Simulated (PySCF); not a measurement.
A calculated (PW91, PySCF 2.14, dyall-av3z, the non-relativistic Hamiltonian (point nucleus)) atom or ion has these occupied shells.

```tsv
shell	electrons	orbital energy (eV)	rms radius, mean of both spins (bohr)
1s α	1	-274.08	0.315
1s β	1	-273.43	0.315
2s β	1	-12.411	1.76
2p α	3	-6.529	1.97
```

Task: Name the element and its charge.

Result: C (carbon, neutral), in [He] 2s1 2p3, 2s spin antiparallel (an excited configuration).
